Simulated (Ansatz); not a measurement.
Consider the homolysis of the B–C bond: `BCB(C)F` → `[BH2]`• + `[CH2]B(C)F`•.

Computed with Ansatz on PBE0-D4/def2-TZVP structures; ΔE is electronic, products minus reactants. CCSD(T)/CBS is the MP2 limit (def2-TZVPP, def2-QZVPP) plus CCSD(T) − MP2 in def2-TZVPP, frozen cores. This one scheme is used for every species. Functionals use def2-TZVPP. Open shells (•) are unrestricted, without spin–orbit coupling. Each species was taken in one conformer, which may not be the lowest.

```csv
level,ΔE (kJ/mol)
PBE,439.6
HF/def2-TZVPP,310.8
```

What does CCSD(T)/CBS give? (Best estimate.)

The calculation gave: +445.4 kJ/mol. The listed levels differ from it by -5.8, -134.6 kJ/mol.

Largest T1 diagnostic among the species: 0.012.

In def2-TZVPP, CCSD(T) changes the Hartree–Fock value by +125.4 kJ/mol (the triples alone add +11.4 kJ/mol) and MP2 by +138.8 kJ/mol; breaking electron pairs costs correlation energy, which Hartree–Fock lacks. From PBE to PBE0 (25 % exact exchange), in def2-TZVPP and without D4, ΔE moves by −5.5 kJ/mol: exact exchange takes away binding that semilocal exchange gives to molecules. The D4 term adds +9.8 kJ/mol with B3LYP and +5.4 kJ/mol with PBE0; it sums over pairs of atoms, weighted by their polarisabilities, and B3LYP, whose exchange is more repulsive, gets the larger term.

B3LYP here is the variant with VWN-RPA as its local correlation; programs differ in this.
